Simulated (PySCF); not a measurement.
CH4ClFOSi2, SMILES F[Si@H]1OC[Si@@H]1Cl.

Geometry: B3LYP-D3(BJ)/def2-SVP. The structure was generated by enumeration; whether it is a known compound was not checked.

Level of theory: TDDFT-PBE0/def2-SVPD in PySCF.

Vertical excitations. The molecule is in vacuum.

```csv
state,energy (eV),λ (nm),f,main pairs
S1,5.59,222,0.012,HOMO→LUMO 97 %
S2,5.97,208,0.010,HOMO−1→LUMO 97 %
S3,6.48,191,0.045,"HOMO→LUMO+2 57 %, HOMO→LUMO+1 34 %"
S4,6.57,189,0.004,HOMO−2→LUMO 93 %
S5,6.70,185,0.159,"HOMO→LUMO+1 56 %, HOMO→LUMO+2 24 %, HOMO−1→LUMO+1 9 %"
S6,6.85,181,0.019,"HOMO−1→LUMO+1 80 %, HOMO→LUMO+2 12 %"
S7,7.07,175,0.005,HOMO−1→LUMO+2 89 %
S8,7.32,169,0.022,"HOMO−2→LUMO+1 72 %, HOMO−2→LUMO+2 16 %"
S9,7.37,168,0.019,HOMO→LUMO+3 82 %
S10,7.42,167,0.017,HOMO−3→LUMO 91 %
T1,4.79,259,0,HOMO→LUMO 94 %
T2,5.59,222,0,"HOMO→LUMO+1 69 %, HOMO−1→LUMO 22 %"
T3,5.65,220,0,"HOMO−1→LUMO 74 %, HOMO→LUMO+1 21 %"
T4,5.87,211,0,HOMO→LUMO+2 90 %
```
Triplets are in the Tamm–Dancoff approximation, which puts them higher than full response would, so one can lie above its singlet here.
